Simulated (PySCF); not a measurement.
An element was calculated at PBE0 (PySCF 2.14, spin-free X2C, a triple-zeta basis, no spin-orbit coupling), in the ground configurations that NIST lists.

| Property | Result |
| --- | --- |
| first ionisation energy | 5.421 eV |
| second ionisation energy | 10.981 eV |
| third ionisation energy | 23.221 eV |

Task: Which element is it?

Result: Promethium (Pm, Z = 61), in ANO-RCC-VTZP. NIST lists 5.582, 10.938 ± 0.02, 22.44 ± 0.08 eV for these ionisation energies.
